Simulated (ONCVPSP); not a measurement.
# tantalum, ONCV: configuration errors across variants

| Quantity | Value |
| --- | --- |
| Element | Ta (Z = 73) |
| Generator | ONCVPSP 4.0.1 |
| Type | optimised norm-conserving Vanderbilt (ONCV) |
| Functional | BLYP |
| Relativity | scalar-relativistic |
| Frozen core | [Kr] 4d10 4f14 |
| Valence charge | 13 |
| Reference configuration | 5s2 5p6 5d3 6s1 (charge +1) |
| Partial waves | 5s+6s: rc 1.60 bohr, ncon 5, nbas 9, qcut 5.9 1/bohr, 2 projectors; 5p: rc 1.95 bohr, ncon 3, nbas 8, qcut 5.6 1/bohr, 2 projectors, debl 2.5 Ha; 5d: rc 3.00 bohr, ncon 5, nbas 10, qcut 5.6 1/bohr, 1 projector |
| Local potential | polynomial inside 1.50 bohr (lpopt 5, dvloc0 0 Ha) |
| Core correction | none |

All-electron excitation energies from the reference (eV): (1) 5s2 5p6 5d3 6s2 -8.394; (2) 5s2 5p6 5d3 6s0 15.052; (3) 5s2 5p6 5d2 6s0 38.643; (4) 5s2 5p6 5d2 6s2 -0.847.

Errors AE − PS in meV (a dash: test not solved or not reliable):

| change | (1) | (2) | (3) | (4) | bound ghosts | GHOST(+) flags above zero |
| --- | --- | --- | --- | --- | --- | --- |
| base | +5.6 | -1.3 | +5.6 | +22 | none | s |
| core correction polynomial model core, fcfact 0.35 | +1.8 | -8.9 | -24 | +9.7 | none | s |
| p: rc 1.52 | +5.6 | -1.3 | +4.4 | +21 | none | s |

Give the same row for: local potential polynomial inside 1.35 bohr (lpopt 5, dvloc0 0 Ha).

+5.6, -1.3, +5.9, +22; bound ghosts: none; GHOST(+) flags above zero: s.
